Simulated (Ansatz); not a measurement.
Reaction (isomerisation): `CB[Si](Cl)(Cl)Cl` → `ClC[SiH2]B(Cl)Cl`

Program: Ansatz. Geometries: PBE0-D4/def2-TZVP. ΔE: electronic, gas phase. CBS: MP2 limit from def2 TZ/QZ plus the TZ coupled-cluster correction, frozen cores. DFT in def2-TZVPP. B3LYP here is the variant with VWN-RPA as its local correlation; programs differ in this. HSE06 is defined as in plane-wave codes. One conformer a species, not always the lowest.

```json
{"level": "revPBE-D4", "ΔE (kJ/mol)": "178.6", "difference from CCSD(T)/CBS": "-12.1"}
{"level": "PBE0-D4", "ΔE (kJ/mol)": "189.3", "difference from CCSD(T)/CBS": "-1.4"}
{"level": "HSE06-D4", "ΔE (kJ/mol)": "189.3", "difference from CCSD(T)/CBS": "-1.4"}
{"level": "BHLYP-D4", "ΔE (kJ/mol)": "201.4", "difference from CCSD(T)/CBS": "10.7"}
{"level": "ωB97X-V", "ΔE (kJ/mol)": "190.0", "difference from CCSD(T)/CBS": "-0.7"}
{"level": "ωB97M-V", "ΔE (kJ/mol)": "194.4", "difference from CCSD(T)/CBS": "3.7"}
{"level": "PBE0", "ΔE (kJ/mol)": "188.9", "difference from CCSD(T)/CBS": "-1.8"}
{"level": "B3LYP", "ΔE (kJ/mol)": "189.5", "difference from CCSD(T)/CBS": "-1.2"}
{"level": "r2SCAN0", "ΔE (kJ/mol)": "199.0", "difference from CCSD(T)/CBS": "8.3"}
{"level": "MP2/def2-SVP", "ΔE (kJ/mol)": "161.5", "difference from CCSD(T)/CBS": "-29.2"}
{"level": "HF/def2-TZVPP", "ΔE (kJ/mol)": "207.3", "difference from CCSD(T)/CBS": "16.6"}
{"level": "MP2/def2-TZVPP", "ΔE (kJ/mol)": "191.5", "difference from CCSD(T)/CBS": "0.8"}
{"level": "CCSD(T)/def2-TZVPP", "ΔE (kJ/mol)": "182.1", "difference from CCSD(T)/CBS": "-8.6"}
{"level": "MP2/def2-QZVPP", "ΔE (kJ/mol)": "196.8", "difference from CCSD(T)/CBS": "6.1"}
{"level": "SCS-MP2/def2-QZVPP", "ΔE (kJ/mol)": "193.3", "difference from CCSD(T)/CBS": "2.6"}
{"level": "HF/CBS(def2)", "ΔE (kJ/mol)": "208.5", "difference from CCSD(T)/CBS": "17.8"}
{"level": "CCSD(T)/CBS", "ΔE (kJ/mol)": "190.7", "difference from CCSD(T)/CBS": "0"}
```

Largest T1 diagnostic among the species: 0.012.

In def2-TZVPP, CCSD(T) changes the Hartree–Fock value by −25.2 kJ/mol (the triples alone add −5.3 kJ/mol) and MP2 by −15.8 kJ/mol. At CCSD(T), def2-SVP lies −39.5 kJ/mol from the extrapolated value and def2-TZVPP −8.6 kJ/mol.

CCSD(T)/CBS has its own doubt, a few kJ/mol and more with outer-core shells, so smaller differences from it don't rank the levels.
